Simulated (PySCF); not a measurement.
CH7FO2Si2, SMILES O[Si](O)(F)C[SiH3].

Geometry: B3LYP-D3(BJ)/def2-SVP. The structure was generated by enumeration, and PubChem lists no compound with its InChIKey, so it may never have been made. Other conformers were not sampled.

These are TDDFT-LC-ωPBE/def2-SVPD run with PySCF values and carry that method's errors.

Vertical excitations. 

Give excitation energies, oscillator strengths and character. (An estimate is asked for; the answer gives what the named calculation found.)


| state | energy (eV) | λ (nm) | f | main pairs |
|---|---|---|---|---|
| S1 | 8.54 | 145 | 0.096 | HOMO→LUMO 56 %, HOMO−4→LUMO 12 % |
| S2 | 8.94 | 139 | 0.007 | HOMO→LUMO+3 16 %, HOMO−1→LUMO 14 %, HOMO−3→LUMO 13 %, HOMO−4→LUMO 8 % |
| S3 | 9.03 | 137 | 0.016 | HOMO−3→LUMO 33 %, HOMO−3→LUMO+2 15 %, HOMO−2→LUMO 6 %, HOMO→LUMO+3 5 % |
| S4 | 9.19 | 135 | 0.014 | HOMO−2→LUMO+3 27 %, HOMO−2→LUMO 17 %, HOMO−2→LUMO+2 13 %, HOMO−2→LUMO+7 6 % |
| S5 | 9.28 | 134 | 0.033 | HOMO→LUMO+1 23 %, HOMO−1→LUMO+3 16 %, HOMO−1→LUMO 10 %, HOMO−4→LUMO 10 % |
| S6 | 9.38 | 132 | 0.245 | HOMO→LUMO+1 28 %, HOMO−4→LUMO 12 %, HOMO−1→LUMO+1 9 %, HOMO→LUMO+4 7 % |
| S7 | 9.47 | 131 | 0.017 | HOMO→LUMO+4 41 % |
| S8 | 9.61 | 129 | 0.011 | HOMO−5→LUMO 14 %, HOMO→LUMO+3 13 %, HOMO−1→LUMO+1 9 %, HOMO−2→LUMO+1 7 % |
| S9 | 9.70 | 128 | 0.143 | HOMO−2→LUMO+1 37 %, HOMO−1→LUMO+1 14 %, HOMO−2→LUMO+3 10 %, HOMO→LUMO+4 6 % |
| S10 | 9.79 | 127 | 0.012 | HOMO−6→LUMO 14 %, HOMO−1→LUMO+4 11 %, HOMO→LUMO+4 10 %, HOMO→LUMO+2 7 % |
| T1 | 8.09 | 153 | 0 | HOMO→LUMO 46 %, HOMO−4→LUMO 10 % |
| T2 | 8.37 | 148 | 0 | HOMO→LUMO+3 15 %, HOMO−1→LUMO 15 %, HOMO−1→LUMO+3 10 %, HOMO−1→LUMO+7 7 % |
| T3 | 8.45 | 147 | 0 | HOMO−2→LUMO+3 19 %, HOMO−2→LUMO 17 %, HOMO−2→LUMO+2 16 %, HOMO−2→LUMO+5 10 % |
| T4 | 8.55 | 145 | 0 | HOMO−3→LUMO 28 %, HOMO−3→LUMO+2 14 %, HOMO→LUMO+1 7 % |
Triplets are in the Tamm–Dancoff approximation, which puts them higher than full response would, so one can lie above its singlet here.
